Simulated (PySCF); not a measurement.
Dipole moment and polarisability of `C#Cc1cpcnc1C=O`

Species: C7H4NOP.
Structure used (GFN2-xTB), in Å, numbered top down from 1:
```
atom  x, y, z in Å
C1     2.501   -0.180   -1.634
C2     1.452   -0.199   -1.049
C3     0.179   -0.324   -0.450
C4    -0.693   -1.279   -0.965
P5    -2.291   -1.587   -0.374
C6    -2.309   -0.391    0.914
N7    -1.365    0.438    1.252
C8    -0.187    0.498    0.637
C9     0.725    1.511    1.190
O10    1.840    1.753    0.805
H11    3.440   -0.105   -2.096
H12   -0.344   -1.875   -1.802
H13   -3.212   -0.317    1.513
H14    0.264    2.056    2.035
```

Level: PBE0/def2-SVPD (PySCF), static field, nuclei fixed, core orbitals frozen in the response. The polarisability tensor in these axes (au):

```
x   156.86  28.95 -23.20
y    28.95 100.65  23.38
z   -23.20  23.38 101.35
```

**Question.** Give the principal values, the mean and the anisotropy Δα = √{½[(α1 − α2)² + (α2 − α3)² + (α1 − α3)²]}.

**Answer.** Principal values 63.06, 124.16 and 171.65 au; mean 119.62 au = 17.73 Å³ = 19.72 × 10⁻⁴⁰ C²·m²/J; Δα = 94.28 au (79 % of the mean).

**Question.** What is the dipole moment, and where does it point?

**Answer.** (-1.31, -1.66, -1.02) D, 2.34 D in size, pointing from the negative to the positive side. Measured along this direction, the outermost atoms are O10 at the negative end and P5 at the positive end.

**Question.** In TDDFT the mean static polarisability is Σ f/ω² over all singlet excitations (ω in hartree). How much of it do the 8 lowest give? Their energies (eV) and oscillator strengths: 2.80, 0.0002; 3.35, 0.0027; 3.82, 0.0008; 3.91, 0.0593; 4.37, 0.0008; 4.50, 0.0002; 4.51, 0.0875; 5.09, 0.0086.

**Answer.** They add up to 6.57 au, 5.5 % of the 119.62 au; the largest single term is 3.18 au, from the state at 4.51 eV. Terms in order: 0.02, 0.18, 0.04, 2.87, 0.03, 0.01, 3.18, 0.24 au. Higher excitations give the rest. The strengths listed sum to 0.160.

**Question.** Directions of the eigenvectors, and the extent of the frame along each?

**Answer.** Largest value along (0.93, 0.31, -0.20), where the nuclei span 6.97 Å; middle along (-0.06, 0.67, 0.74), 5.43 Å; least along (-0.37, 0.68, -0.64), 0.00 Å. The response follows the extents in order.

**Question.** Find the Langevin capture rate constant for O2+ (31.990 u) meeting this molecule (149.003 u), k = 2.342 × 10⁻⁹ cm³/s × √(α in Å³ / reduced mass in u).

**Answer.** The reduced mass is 26.34 u, so k = 1.92 × 10⁻⁹ cm³/s. The formula leaves out the permanent dipole, which adds to the capture rate.

The structure is a single GFN2-xTB conformer in the gas phase; no vibrational or solvent corrections.
